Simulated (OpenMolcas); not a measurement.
**neutral scandium: effect of the active space**

```yaml
Program: OpenMolcas
Method: CASSCF
Basis: ANO-RCC-VTZP
Scalar_Hamiltonian: DKH2, point nucleus
Spin-orbit_coupling: state interaction with AMFI integrals over the reference wave functions, term energies averaged over their components
```

A. 3 electrons in 6 orbitals (3d 4s); 2S+1 = 4 even, 17 roots (10 in the spin-orbit step); 2S+1 = 2 even, 30 roots; cost roughly 22 core-seconds
B. 3 electrons in 11 orbitals (3d 4s 4d); 2S+1 = 2 even, 29 roots; 2S+1 = 4 even, 10 roots kept (CI in the orbitals of an earlier block); cost of the order of 21 core-seconds

Energies in cm-1 above 3d 4s2 2D 3/2, the measured ground level; measured values from NIST Handbook of Basic Atomic Spectroscopic Data.

```tsv
Level	A	B	Measured
3d 4s2 2D 3/2	0.0	0.0	0.0
3d 4s2 2D 5/2	134	183	168
3d2 4s 4F 3/2	6062	8239	11520
3d2 4s 4F 5/2	6102	8285	11558
3d2 4s 4F 7/2	6158	8348	11610
3d2 4s 4F 9/2	6230	8430	11677
3d2 4s 2F 5/2	11828	15192	14926
3d2 4s 2F 7/2	11959	15319	15042
3d2 4s 4P 1/2	13825	15755	
3d2 4s 4P 3/2	13848	15780	
3d2 4s 4P 5/2	13882	15818	
3d2 4s 2D 3/2	14610	16739	
3d2 4s 2D 5/2	14624	16748	
3d2 4s 2G 7/2	18086	19782	
3d2 4s 2G 9/2	18087	19775	
3d2 4s 2P 1/2	19775	20905	
3d2 4s 2P 3/2	19832	20957
```

Deviations, from unrounded energies. A percentage is the sum of absolute deviations over the sum of measured energies, with the sign that they share, or ± where signs differ.

```json
{"Against measurement": "mean absolute deviation (cm-1)", "Levels": "7", "A": "4000", "B": "1900"}
{"Against measurement": "fine structure of the ground term (%)", "Levels": "1", "A": "-20.6", "B": "+8.4"}
{"Against measurement": "other configurations (%)", "Levels": "6", "A": "-36.7", "B": "±17.8"}
```

B lies closest to measurement on these levels. The largest miss of B in the table is 3d2 4s 4F 3/2, by -3300 cm-1. The ranking rests on the paired levels alone, and a cruder setting can come out closer through cancelling errors.

Between A and B the level of the table that moves most is 3d2 4s 2F 5/2, by 3400 cm-1 (lowest in A, highest in B).

Without dynamic correlation excited terms often stand tens of per cent too high (terms of higher spin than the ground term too low), and those without a measured partner can miss by more than the paired ones. Some high roots are left out of the spin-orbit mixing, which shifts the levels that they would mix with (holds for A). A single d shell beside an s shell can misplace configurations of different d count against each other (holds for A). Terms from blocks run as CI alone lack orbitals of their own (holds for B). Active for correlation alone: 4d; no level in the range computed is led by a configuration that fills it, so any true level of that kind is missing (holds for B). Measured partners are found by configuration, term and J. A level has none where our copy of the source lacks it or the pairing is in doubt (some pairs that miss far off the trend of their configuration count as doubtful), and it then counts in no deviation. Levels of configurations outside the active space are missing. Levels that lie high or do not pair safely by name in every column are left out.
